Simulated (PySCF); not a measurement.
C2H7ClS2Si, SMILES CS[SiH](Cl)SC. Atoms are numbered in the order given.

```xyz
13

Si    -0.0028     0.4445     0.1984
Cl     0.6095     0.4183     2.1724
S      1.1512    -0.8590    -1.0208
C      2.6809     0.1257    -1.1541
S     -2.0165    -0.2206     0.1768
C     -2.3827     0.0329    -1.5944
H      0.1723     1.8425    -0.2911
H      3.3578    -0.4319    -1.8147
H      3.1574     0.2407    -0.1709
H      2.4861     1.1134    -1.5953
H     -2.3601     1.0997    -1.8573
H     -1.6810    -0.5253    -2.2287
H     -3.3987    -0.3509    -1.7551
```

Coordinates come from a PBE0-D3(BJ)/def2-SVP optimisation. Other conformers were not sampled.

All values below come from PBE0-D3(BJ)/def2-SVP (PySCF 2.14.0).

Frequencies are harmonic and unscaled.

| mode | ν (cm⁻¹) | IR (km/mol) | moving atoms (share of kinetic energy) |
|---|---|---|---|
| 1 | 43 | 1.7 | C 47 %, H 23 %, Cl 15 %, S 11 % |
| 2 | 61 | 1.6 | C 40 %, S 28 %, H 23 % |
| 3 | 97 | 0.3 | H 88 % |
| 4 | 104 | 0.4 | H 77 %, S 11 % |
| 5 | 113 | 1.1 | S 30 %, C 27 %, H 19 %, Cl 16 %, Si 9 % |
| 6 | 124 | 1.0 | H 39 %, C 21 %, S 19 %, Cl 16 % |
| 7 | 192 | 3.5 | S 44 %, Cl 17 %, C 16 %, Si 12 %, H 11 % |
| 8 | 235 | 0.5 | S 26 %, Cl 24 %, C 23 %, H 14 %, Si 14 % |
| 9 | 240 | 2.2 | S 46 %, Si 20 %, C 17 %, Cl 9 %, H 8 % |
| 10 | 484 | 16.7 | S 40 %, Si 40 %, Cl 16 % |
| 11 | 575 | 81.4 | Si 53 %, S 34 %, H 8 % |
| 12 | 589 | 112.5 | Si 59 %, Cl 22 %, S 14 % |
| 13 | 723 | 5.9 | C 59 %, S 32 %, H 10 % |
| 14 | 726 | 9.1 | C 58 %, S 32 %, H 10 % |
| 15 | 762 | 179.0 | H 87 %, Si 11 % |
| 16 | 810 | 133.0 | H 93 % |
| 17 | 964 | 5.1 | H 84 %, C 15 % |
| 18 | 968 | 1.8 | H 84 %, C 15 % |
| 19 | 972 | 6.1 | H 81 %, C 16 % |
| 20 | 978 | 14.4 | H 81 %, C 16 % |
| 21 | 1330 | 3.1 | H 87 %, C 13 % |
| 22 | 1334 | 3.3 | H 87 %, C 13 % |
| 23 | 1444 | 12.3 | H 96 % |
| 24 | 1445 | 11.2 | H 96 % |
| 25 | 1454 | 3.8 | H 95 % |
| 26 | 1455 | 20.1 | H 96 % |
| 27 | 2228 | 93.1 | H 97 % |
| 28 | 3069 | 15.8 | H 98 % |
| 29 | 3070 | 14.6 | H 98 % |
| 30 | 3184 | 2.0 | H 90 %, C 10 % |
| 31 | 3185 | 1.7 | H 90 %, C 10 % |
| 32 | 3193 | 0.3 | H 90 %, C 10 % |
| 33 | 3195 | 0.2 | H 90 %, C 10 % |
